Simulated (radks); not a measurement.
Species: Eu61+. Configuration: [He].

Method: Dirac Kohn-Sham, PBE, spin-unpolarised, spherical densities, point nucleus; computed with a radial shooting solver on a logarithmic mesh with Libxc functionals.

Energy parts (eV):
part                      energy
total                 -113228.59
kinetic                127449.07
electron-nucleus      -241850.41
Hartree                  2320.70
exchange-correlation    -1147.96

Orbitals (lengths in bohr, moments of r in powers of bohr):
[
 {"orbital": "1s1/2", "occ.": "2", "eigenvalue (eV)": "-55609.98", "<r^4>": "1.187e-06", "<r>": "0.02219"},
 {"orbital": "2s1/2", "occ.": "0", "eigenvalue (eV)": "-13847.66", "<r^4>": "0.0001481", "<r>": "0.08905"},
 {"orbital": "2p1/2", "occ.": "0", "eigenvalue (eV)": "-13740.48", "<r^4>": "0.00008546", "<r>": "0.07342"},
 {"orbital": "2p3/2", "occ.": "0", "eigenvalue (eV)": "-12973.30", "<r^4>": "0.0001090", "<r>": "0.07938"}
]

The highest occupied level is 1s1/2 at -55610 eV. The density falls to 0.001 e/bohr^3 at r = 0.15 bohr. For comparison, the ionisation energy in NIST's Atomic Spectra Database is 55865.9 eV (theoretical). In exact Kohn-Sham theory the highest level is minus the ionisation energy, but local and semilocal functionals leave it too shallow, through self-interaction and a potential that decays too fast; potentials with the right tail come closer.
